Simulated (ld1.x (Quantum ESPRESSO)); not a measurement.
# Scattering properties, TM potential for indium

indium, norm-conserving Troullier–Martins (Kleinman–Bylander form), made with ld1.x (Quantum ESPRESSO) 7.5 (PBE, scalar-relativistic). Core [Kr], reference 4d10 5s2 5p1. Waves: 5s (bound): rc 2.30 bohr; 4d (bound): rc 1.75 bohr; 5p (bound): rc 2.25 bohr. Local part: the p channel. Core correction: a·sin(br)/r model core inside 0.85 bohr.

The phase is arctan(r·u′/u) with u = r·R(r), unwrapped; energies in Ry, scanned from -3 to 5 Ry. A pole is an energy at which the radial function vanishes at the test radius. The pseudo phase is shifted by a multiple of π to meet the all-electron one at the reference energy, and phase errors are pseudo minus all-electron; the curves can meet again beyond the range given. Levels narrower than the energy grid can be missing from the lists of poles.

```csv
channel,radius (bohr),reference energy (Ry),"poles, all-electron","poles, pseudo",unbroken range about the reference energy with phases within 0.05 rad,phase error 1 Ry above the reference energy (rad)
s,2.50,-0.60,1.40,"1.01, 3.77",below 1.0,-0.022
p,2.50,-0.19,2.75,2.46,below 3.4,-0.014
d,2.50,-1.37,-1.22,-1.22,below 0.2,+0.024
```

Phases in the d channel:

```csv
E (Ry),all-electron,pseudo
-3.00,1.327,1.332
-2.76,1.313,1.318
-2.52,1.294,1.300
-2.28,1.267,1.275
-2.04,1.224,1.234
-1.80,1.131,1.145
-1.56,0.682,0.712
-1.32,-1.405,-1.404
-1.08,-1.674,-1.666
-0.84,-1.755,-1.742
-0.60,-1.804,-1.786
-0.36,-1.844,-1.819
-0.12,-1.883,-1.850
0.12,-1.925,-1.881
0.36,-1.975,-1.915
0.60,-2.039,-1.954
0.84,-2.124,-2.002
1.08,-2.245,-2.060
1.32,-2.428,-2.137
1.56,-2.714,-2.240
1.80,-3.129,-2.385
2.04,-3.582,-2.593
2.28,-3.931,-2.885
2.52,-4.157,-3.248
2.76,-4.303,-3.605
3.00,-4.402,-3.886
3.24,-4.473,-4.083
3.48,-4.526,-4.221
3.72,-4.567,-4.319
3.96,-4.601,-4.391
4.20,-4.628,-4.446
4.44,-4.652,-4.490
4.68,-4.673,-4.525
4.92,-4.692,-4.554
```
